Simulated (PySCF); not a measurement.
CH₃BeClO, SMILES [Cl][Be][O]C.

Coordinates come from a ωB97X-D3(BJ)/def2-SVP optimisation. The values are those of a single conformer.

Method: CAM-B3LYP/def2-TZVPD run with PySCF.

Isolated molecule, no solvent.

Q: Estimate the frontier levels, gap, dipole moment and polarisability. (An estimate is asked for; the answer gives what the named calculation found.)

A: 
```
Item                                                                                                            Value
---------------------------------------------------------------------------------------------  ----------------------
highest occupied level                                                                                      -10.00 eV
lowest empty level                                                                                            0.19 eV
orbital gap                                                                                                  10.19 eV
dipole moment                                                                                                  2.46 D
quadrupole, principal values (traceless, Buckingham form, about the centre of nuclear charge)   -1.10, 0.55, 0.55 D·Å
mean static polarisability                                                                       45.9 bohr³ (6.80 Å³)
polarisability, principal values                                                               38.5, 38.5, 60.7 bohr³
```
